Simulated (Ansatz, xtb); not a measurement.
## Relative energy of two isomers of C5H6FNS

We compare X, `CCc1csnc1F`, a singlet, with Y, `Cc1ncc(CF)s1`, a singlet. Both are isolated molecules in the gas phase, relaxed with B3LYP-D3(BJ)/def2-SVP; the shapes shown needn't be the lowest conformers.

X (Å):

```xyz
14

C     0.1296   -1.6921   -0.1109
C     0.9187   -2.0033    1.1680
C     1.2613   -0.7724    1.9588
C     0.7387   -0.3657    3.1615
C     2.2032    0.2250    1.5319
F     2.8657    0.0885    0.3851
N     2.4091    1.2680    2.2767
S     1.4374    1.1449    3.6335
H    -0.8273   -1.2011    0.1257
H     0.7010   -1.0200   -0.7691
H    -0.0870   -2.6141   -0.6725
H     1.8537   -2.5249    0.9011
H     0.3468   -2.6934    1.8080
H    -0.0038   -0.8794    3.7725
```

Y (Å):

```
atom    x (Å)    y (Å)    z (Å)
   C   2.1037   0.9990   1.8555
   C   1.5659  -0.0706   0.9593
   C   0.6088  -1.9590   0.3048
   C   0.8687  -1.4640  -0.9449
   C   0.5540  -2.0991  -2.2641
   F  -0.0643  -3.3130  -2.0620
   N   1.0040  -1.1695   1.3576
   S   1.6550   0.0824  -0.8018
   H   3.1811   1.1609   1.6916
   H   1.5920   1.9608   1.6902
   H   1.9456   0.6875   2.8965
   H   0.1207  -2.9160   0.4877
   H  -0.1180  -1.4573  -2.8629
   H   1.4743  -2.2667  -2.8532
```

**Question.** Which of the two would you expect CCSD(T)/def2-SVP + ΔMP2/def2-TZVPP electronic energies to favour?

**Answer.** Too close to call at this level: CCSD(T)/def2-SVP + ΔMP2/def2-TZVPP gives E(Y) − E(X) = +0.030 eV.

Level by level:

```json
{"level": "GFN2-xTB", "geometry": "GFN2-xTB", "E(Y) − E(X) (eV)": "−0.051", "departure from the last row (eV)": "−0.081", "job, with rough time for the two": "optimisation, 0.18 s"}
{"level": "HF/STO-3G", "geometry": "GFN2-xTB", "E(Y) − E(X) (eV)": "+0.082", "departure from the last row (eV)": "+0.052", "job, with rough time for the two": "single point, 0.44 s"}
{"level": "r2SCAN-D4/def2-SVP", "geometry": "GFN2-xTB", "E(Y) − E(X) (eV)": "−0.076", "departure from the last row (eV)": "−0.105", "job, with rough time for the two": "single point, 4.2 s"}
{"level": "B3LYP-D3(BJ)/def2-SVP", "geometry": "B3LYP-D3(BJ)/def2-SVP", "E(Y) − E(X) (eV)": "−0.073", "departure from the last row (eV)": "−0.103", "job, with rough time for the two": "optimisation, 47 s"}
{"level": "HF/def2-SVP", "geometry": "B3LYP-D3(BJ)/def2-SVP", "E(Y) − E(X) (eV)": "−0.210", "departure from the last row (eV)": "−0.240", "job, with rough time for the two": "part of the CCSD(T) run"}
{"level": "MP2/def2-SVP", "geometry": "B3LYP-D3(BJ)/def2-SVP", "E(Y) − E(X) (eV)": "−0.082", "departure from the last row (eV)": "−0.111", "job, with rough time for the two": "part of the CCSD(T) run"}
{"level": "CCSD(T)/def2-SVP", "geometry": "B3LYP-D3(BJ)/def2-SVP", "E(Y) − E(X) (eV)": "−0.100", "departure from the last row (eV)": "−0.129", "job, with rough time for the two": "single point"}
{"level": "CCSD(T)/def2-SVP + ΔMP2/def2-TZVPP", "geometry": "B3LYP-D3(BJ)/def2-SVP", "E(Y) − E(X) (eV)": "+0.030", "departure from the last row (eV)": "", "job, with rough time for the two": "single point, 99 s"}
```

As drawn, Y has 1 C∷N, 1 C∷S in place of 1 C∷C, 1 N∷S (∷ is an aromatic bond).

The largest departure from CCSD(T)/def2-SVP + ΔMP2/def2-TZVPP is that of HF/def2-SVP, 0.240 eV. The last row adds to CCSD(T) the change of the MP2 difference between the two basis sets, here +0.129 eV.

With thermal terms from frequencies at re-optimised GFN2-xTB minima (ideal gas, soft modes damped towards free rotors, one conformer each, 298.15 K, 1 atm): the zero-point term adds −0.038 eV; ΔH is +0.005 and ΔG −0.033 eV.

The correlated steps freeze 12 core orbitals. Run with Ansatz 0.2.0, xtb 6.7.1; the last row on 4 threads of Arm Neoverse V1 on a shared host.
